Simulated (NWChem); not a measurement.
System: bromine (Br2); SMILES BrBr

Input file for NWChem:

```
start job
memory heap 200 mb stack 900 mb global 1100 mb
geometry units angstroms noautosym nocenter noautoz
  Br     0.000000     0.000000     1.149184
  Br     0.000000     0.000000    -1.149184
end
basis spherical
  Br library aug-pcseg-1
end
dft
  xc pbe0
  iterations 150
end
cosmo
  do_cosmo_smd true
  solvent water
end
task dft energy
```

Structure relaxed at the PBE0/def2-SVP level. Solvent: water.

Solvent water, SMD (1 M gas to 1 M solution), gas-phase geometry.

Task: What results follow from this input? (PBE0/aug-pcseg-1, SMD on the gas-phase geometry.) Quantities: basis functions; solvation free energy (kcal/mol); cavity-dispersion-structure term (kcal/mol).

Result: The number of basis functions is 72. The solvation free energy (kcal/mol) comes out as -1.2 and the cavity-dispersion-structure term (kcal/mol) comes out as -0.8.
